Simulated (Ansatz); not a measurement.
`[OH][GeH2][SH]` + `F[SiH2]C(F)Cl` → `[OH][GeH]([F])[SH]` + `FC([SiH3])Cl`  (redistribution)

Isolated molecules relaxed with PBE0-D4/def2-TZVP in Ansatz; ΔE leaves out vibrations. CCSD(T)/CBS is the MP2 limit (def2-TZVPP, def2-QZVPP) plus CCSD(T) − MP2 in def2-TZVPP, frozen cores. Functionals use def2-TZVPP. B3LYP here is the variant with VWN-RPA as its local correlation; programs differ in this. HSE06 is defined as in plane-wave codes. For Ge outer-core shells are correlated without core-valence functions, which leaves a few kJ/mol of doubt a bond. Scalar relativity is left out up to krypton. Each species was taken in one conformer, which may not be the lowest.

`[OH][GeH2][SH]`:

```xyz
7

O    -1.057   -0.927    0.746
Ge   -0.354    0.454   -0.123
S     1.704   -0.012   -0.809
H    -0.975   -1.746    0.253
H    -1.135    0.762   -1.411
H    -0.380    1.584    0.908
H     2.197   -0.115    0.436
```

`F[SiH2]C(F)Cl`:

Cartesian coordinates in Å:
```
F 0.128 1.117 1.746
Si -0.542 0.031 0.790
C 0.416 0.036 -0.852
F -0.189 -0.840 -1.717
Cl 2.091 -0.476 -0.559
H -1.944 0.432 0.535
H -0.436 -1.310 1.400
H 0.476 1.010 -1.343
```

`[OH][GeH]([F])[SH]`:

```xyz
7

O     0.249    0.644   -1.417
Ge   -0.107   -0.524   -0.154
F     1.144   -1.721   -0.132
S     0.036    0.351    1.863
H     1.021    1.182   -1.219
H    -1.424   -1.193   -0.538
H    -0.919    1.260    1.598
```

`FC([SiH3])Cl`:

Cartesian coordinates in Å:
```
F 0.217 -1.193 1.495
C 0.656 -0.573 0.356
Si -0.738 0.465 -0.431
Cl 2.018 0.502 0.760
H 1.068 -1.340 -0.304
H -1.878 -0.434 -0.739
H -0.206 1.064 -1.678
H -1.136 1.509 0.540
```

Task: Is it downhill or uphill in electronic energy at CCSD(T)/CBS, and by how much? (Best estimate.)

Result: Ansatz gave: Uphill: ΔE = +13.7 kcal/mol.

Task: What do these levels give: PBE0-D4, CAM-B3LYP-D4, PBE-QIDH, revPBE, B3LYP, HSE06, CAM-B3LYP, MP2/def2-SVP, CCSD/def2-SVP, MP2/def2-TZVPP, SCS-MP2/def2-TZVPP, MP2/def2-QZVPP? (Estimate.)

Result: Computed: PBE0-D4 12.5, CAM-B3LYP-D4 13.3, PBE-QIDH 13.0, revPBE 11.5, B3LYP 13.1, HSE06 12.6, CAM-B3LYP 13.3, MP2/def2-SVP 9.3, CCSD/def2-SVP 9.3, MP2/def2-TZVPP 13.2, SCS-MP2/def2-TZVPP 13.0, MP2/def2-QZVPP 13.8 kcal/mol.

Largest T1 diagnostic among the species: 0.012.

From BLYP to BHLYP (50 % exact exchange), in def2-TZVPP and without D4, ΔE moves by +1.5 kcal/mol. At CCSD(T), def2-SVP lies −4.8 kcal/mol from the extrapolated value and def2-TZVPP −0.9 kcal/mol. Leaving LDA and LC-ωPBE aside and taking each functional with its dispersion term where it has one, the values, not all of them listed here, spread over 2.5 kcal/mol, from revPBE-D4 to BHLYP-D4. LDA lies +0.9 kcal/mol from PBE without D4.
